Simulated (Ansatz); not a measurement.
Molecule: AlCl (charge +1, doublet). 
Structure (B3LYP-D3(BJ)/def2-TZVP (Ansatz, a quantum-chemistry and plane-wave program) minimum search):
```xyz
2

Al     0.0000     0.0000    -1.1542
Cl     0.0000     0.0000     0.8826
```
Charge +1, spin multiplicity 2.

Basis-set convergence of Hartree-Fock and CCSD(T) correlation energies (hartree) with Ansatz. Valence correlation only, unless marked. UHF or UKS for open shells. No spin-orbit coupling. Non-relativistic.

```tsv
basis	functions	E(HF)	E(corr, CCSD(T))
def2-SVPD	51	-700.96132	-0.18709
def2-TZVPPD	99	-701.19816	-0.24413
def2-QZVPPD	155	-701.21726	-0.26545
```

Extrapolating the two largest sets (X = 3 and 4) as X^-3: E(corr) = (64·(-0.26545) - 27·(-0.24413))/37 = -0.2810 Eh, an estimate of the basis-set limit. The largest set recovers 94.5 % of it, the smallest 66.6 %.
